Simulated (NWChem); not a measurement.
System: ZnSiNH₅O; SMILES [NH2][Zn][O][SiH3]

Here is an NWChem input.

```
start job
memory heap 200 mb stack 900 mb global 1100 mb
geometry units angstroms
  Zn    -0.475046     0.311295     0.565016
  N     -1.027577     1.355925     1.936843
  H     -1.250778     0.897138     2.807656
  H     -1.778412     2.004523     1.751780
  O      0.550975    -0.349970    -0.648051
  Si     1.257000    -1.157389    -1.842250
  H      0.273022    -2.052727    -2.466749
  H      2.355642    -1.928719    -1.251091
  H      1.736410    -0.158732    -2.802986
end
basis spherical
  * library def2-svp
end
dft
  xc pbe0
  iterations 150
end
driver
  maxiter 120
end
task dft optimize
```

No frequency run checked for a minimum.

The level has its own optimisation.

Question: What results follow from this input? (PBE0/def2-SVP.) Quantities: r N–Zn (Å); r O–Zn (Å); r H–N (Å); r O–Si (Å); dipole (D).

Answer: 
| Property | Result |
|---|---|
| r N–Zn (Å) | 1.811 |
| r O–Zn (Å) | 1.766 |
| r H–N (Å) | 1.018 |
| r O–Si (Å) | 1.637 |
| dipole (D) | 2.51 |
